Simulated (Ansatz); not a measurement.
Spectroscopic constants of CdO+, multiplicity 4 (an upper state: multiplicity 2 came lower at CCSD(T)/def2-TZVPP on PBE0 minima). No spin–orbit coupling.

The constants come from a fifth-degree fit in 1/R (seven points, main isotopes). In def2 and cc sets the state is the lowest found near the PBE0 minimum, followed along R.

Correlated levels freeze the inner cores; with def2 sets outer-core shells near the valence are correlated too.

Codes used: Ansatz (a quantum-chemistry and plane-wave program) with Gaussian orbitals. Values without a source in brackets are computed. In def2 rows elements past Kr take small-core potentials, without spin–orbit coupling.

Energies at CCSD(T)/def2-TZVPP:

```csv
R (Å),E (hartree)
2.418211,-242.24551252
2.483216,-242.24635059
2.543021,-242.24676472
2.610627,-242.24691903
2.678233,-242.24682167
2.756240,-242.24648835
2.847248,-242.24590236
```

**Question.** With a reduced mass of 14.0254 u, find the minimum, the force constant and the constants.

**Answer.** A fifth-degree polynomial in 1/R puts the minimum at r_e = 2.6149 Å with force constant 23.3 N/m. Then ω_e = (1/2πc)√(k/μ) = 168 cm⁻¹ and B_e = h/(8π²cμr_e²) = 0.1758 cm⁻¹; the cubic and quartic terms give α_e = 0.0033 and ω_e x_e = 2.9 cm⁻¹.
